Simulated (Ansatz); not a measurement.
System: sum formula BNH₅ (charge -1, singlet). It need not be the lowest isomer of its formula. Whether it binds its extra electron was not tested at this geometry. SMILES: [BH2-2][NH3+]
Geometry: optimised at B3LYP-D3(BJ)/def2-TZVP (Ansatz, a quantum-chemistry and plane-wave program).

Parts of the frozen-core correlation energy in STO-3G (Ansatz, hartree). Frozen orbitals: 2; correlated occupied orbitals by spin: 7 and 7; virtual: 6 and 6. Spin-orbit coupling is left out. Non-relativistic. The restricted reference is unstable.

```
term                           value
-------------------------  ---------
reference (HF)             -80.53930
MP2 opposite-spin                  …
MP2 same-spin                      …
CCSD correlation            -0.14758
(T)                                …
FCI minus CCSD(T)           -0.00159
T1 diagnostic                  0.046
largest doubles amplitude      0.193
```

Some entries are withheld; supply them.


- MP2 opposite-spin, value: -0.09572
- MP2 same-spin, value: -0.01222
- (T), value: -0.00658
